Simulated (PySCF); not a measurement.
Ta(OH)3 (H3O3Ta), SMILES [OH][Ta]([OH])[OH] (connectivity only; charge and spin as stated), neutral, multiplicity 3.

Coordinates come from a PBE-D3(BJ)/def2-SVP optimisation. The multiplicity is an assumed one; other spin states were not compared. The def2 effective core potentials stand for the cores of Ta; spin–orbit coupling is left out. Other conformers were not sampled.

Computed with PBE-D3(BJ)/def2-SVP (PySCF 2.14.0).

Frequencies are harmonic and unscaled.

Computed normal modes with their intensities:
```
mode  ν (cm⁻¹)  IR (km/mol)  moving atoms (share of kinetic energy)
----  --------  -----------  --------------------------------------
1           67         44.4                 H 43 %, O 41 %, Ta 16 %
2          146          8.9                          O 81 %, H 12 %
3          148         13.2                 O 56 %, H 35 %, Ta 10 %
4          211         95.4                          H 58 %, O 40 %
5          244        128.1                          H 89 %, O 11 %
6          305        153.2                          H 61 %, O 35 %
7          364         29.3                          H 87 %, O 13 %
8          398         98.5                          H 85 %, O 15 %
9          640        180.9                          O 87 %, Ta 9 %
10         681         60.7                           H 90 %, O 8 %
11         686        180.6                  O 77 %, Ta 14 %, H 8 %
12         715         15.5                                  O 92 %
13        3608         26.7                                  H 94 %
14        3875        391.2                                  H 94 %
15        3878        123.1                                  H 94 %
```
